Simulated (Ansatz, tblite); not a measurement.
Forces on the cluster Cu6Si⁺ at its PBE-D4/def2-SVP geometry. The state is a doublet with charge 1.

The xTB rows come from tblite. The structure comes from a short search, and lower isomers may exist.

GFN1-xTB (tblite), largest force 1.59 eV/Å:

```xyz
7
positions Å, forces eV/Å
Si    0.227   -1.578   -0.722    0.098   -1.344   -0.841
Cu    0.680    0.626   -1.313    0.119    0.525   -0.123
Cu   -1.555   -0.121   -0.381   -0.419    0.345    0.101
Cu   -1.010    2.253   -0.615   -0.076    0.057   -0.137
Cu   -0.371   -1.422    1.481   -0.002    0.095    0.375
Cu    1.906   -0.661    0.531    0.195    0.161    0.292
Cu    0.123    0.904    1.019    0.085    0.161    0.333
```

GFN2-xTB (tblite), largest force 1.99 eV/Å:

```
Si -0.173 -1.327 -1.478
Cu 0.148 0.415 -0.325
Cu -0.508 0.195 -0.051
Cu -0.082 -0.042 -0.231
Cu 0.238 0.302 0.577
Cu 0.085 0.251 0.641
Cu 0.293 0.205 0.868
```

PBE-D4/def2-TZVP (Ansatz), largest force 0.38 eV/Å:

```
Si -0.011 -0.091 -0.098
Cu 0.156 -0.028 -0.232
Cu -0.222 -0.155 -0.074
Cu -0.149 0.345 -0.080
Cu -0.087 -0.213 0.177
Cu 0.274 -0.092 0.026
Cu 0.039 0.234 0.280
```
